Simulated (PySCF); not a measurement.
**Electron correlation in Ti²⁺ (titanium, charge +2)**

[Ar] 3d1 4p1, one real determinant (an excited configuration). All numbers are calculated (PySCF 2.14, no relativity, point nucleus, in dyall-av2z (16s12p7d2f, 101 functions)). Frozen: [Ar]; 2 electrons correlated; the 25 highest virtual orbitals of each spin left out.

Total MP2 correlation energy: -1.74 mhartree.

Same-spin part -1.74 and opposite-spin part 0.00 mhartree; SCS-MP2 scales them by 1/3 and 6/5 to -0.58 mhartree.

The reference is one real determinant that mixes LS terms of this configuration.
